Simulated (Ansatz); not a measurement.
A CCSD(T) single point on CH3ClZn (`[CH3][Zn][Cl]`).

```yaml
crystal:
  periodic: [false, false, false]
  atoms:
    - {symbol: C, position_ang: [-0.475100, 0.477331, -0.425134]}
    - {symbol: Zn, position_ang: [0.680075, -0.692067, 0.575778]}
    - {symbol: Cl, position_ang: [1.945898, -1.973145, 1.671117]}
    - {symbol: H, position_ang: [-1.363718, -0.061232, -0.758681]}
    - {symbol: H, position_ang: [0.045683, 0.865475, -1.302112]}
    - {symbol: H, position_ang: [-0.790637, 1.319640, 0.192832]}
basis:
  gaussian: {orbitals: def2-TZVPP}
correlation: {method: ccsd_t}
output: {orbitals: {seedname: orbitals}}
```

```sh
$ ansatz run in.yaml --threads 2 --pin off --events-out ev --progress --plain
```

The program prints (abridged):

```
Functional definition: HF
1113 factors; integrals over basis functions are off by at most 8.7e-4 eV
mean field evaluation 1: about -61958.1610 eV, gradient 2.9e1 eV
mean field evaluation 2: about -61958.3884 eV, gradient 2.9e1 eV
mean field evaluation 4: about -61960.3655 eV, gradient 6.1e0 eV
mean field evaluation 8: about -61960.4066 eV, gradient 3.9e-1 eV
mean field -61960.40703903 eV, -2277.0029604122 hartree, gradient 2.2e-6 eV, S^2 0.000000; 0 other end points of the search recorded, 0 dependent functions left out
11 core orbitals not correlated: weight in the atoms' cores, before any rotation towards them, 1.000 or more for the frozen orbitals, at most 0.000 for the correlated occupied ones
reference -61960.40703903 eV, -2277.0029604122 hartree; 17, 17 occupied and 151, 151 virtual orbitals, 1113 factors
second order -32.86647986 eV of doubles, -0.00000000 eV of singles
cycle   1  -30.05098825 eV  change     2.8e0 eV  update   1.5e-1
cycle   2  -31.20045087 eV  change    -1.1e0 eV  update   7.3e-2
cycle   3  -31.44790470 eV  change   -2.5e-1 eV  update   2.2e-2
cycle   4  -31.39682462 eV  change    5.1e-2 eV  update   8.1e-3
cycle   5  -31.37986911 eV  change    1.7e-2 eV  update   3.1e-3
cycle   6  -31.38376107 eV  change   -3.9e-3 eV  update   1.1e-3
cycle   7  -31.38406485 eV  change   -3.0e-4 eV  update   4.7e-4
cycle   8  -31.38328108 eV  change    7.8e-4 eV  update   1.5e-4
cycle   9  -31.38341776 eV  change   -1.4e-4 eV  update   4.7e-5
cycle  10  -31.38353281 eV  change   -1.2e-4 eV  update   1.6e-5
cycle  11  -31.38348931 eV  change    4.3e-5 eV  update   7.3e-6
cycle  12  -31.38348009 eV  change    9.2e-6 eV  update   2.6e-6
perturbative correction -0.91254679 eV, -0.0335354760 hartree
Total energy: -61992.70306592 eV, -2278.1898175090 hartree
```

Hardware: 2 threads of a server CPU on a shared host. Wall time 100 s, peak host memory 1.9 GiB.

The correlation energy is -32.296 eV, 2.8 % of it from (T); the T1 diagnostic reads 0.0130.
